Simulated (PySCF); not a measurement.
# Multinuclear NMR of C2H10OSi3

Atoms are numbered as in `[SiH3:1][O:2][C@:3]1([SiH3:4])[CH2:5][SiH2:6]1` (H(Xn): hydrogen on atom n). Ha(C5), Ha(Si6) are pro-R; Hb(C5), Hb(Si6) are pro-S.

[PySCF 2.14: geometry: GFN2-xTB; σ from GIAO-PBE0/pcSseg-1; no relativistic terms; a single conformation; equivalent nuclei averaged; gas phase]

Problem. Where does 29Si resonate?

Solution. 
```
atoms                                       environment  σ (ppm)  δ (ppm)
  Si1                          silicon bonded to O, 3 H    400.6    -49.3
  Si4                          silicon bonded to C, 3 H    412.0    -58.7
  Si6  silicon bonded to 2 C, 2 H, in a 3-membered ring    499.2   -130.4
```

Shieldings were converted by a linear fit to measured shifts: 29Si (scatter 8.9 ppm rms, 25.8 ppm with the 6 outliers that the fit left out vs TMS, solution or neat liquid). A few per cent of atoms miss by over 2 rms, more outside the fitted compound classes.

On a 600 MHz spectrometer 29Si resonates near 119.2 MHz, so 1 ppm is 119.2 Hz.

Problem. Where does 17O resonate?

Solution. 
```tsv
atoms	environment	σ (ppm)	δ (ppm)
O2	oxygen bonded to C, Si	330.3	-34.2
```

Shieldings were converted by a linear fit to measured shifts: 17O: δ = 266.70 − 0.911σ (rms 10.7 ppm, 155 shifts, 12.2 ppm with the 3 outliers that the fit left out vs liquid water, solution or neat liquid). A few per cent of atoms miss by over 2 rms, more outside the fitted compound classes.

On a 500 MHz spectrometer 17O resonates near 67.8 MHz, so 1 ppm is 67.8 Hz.
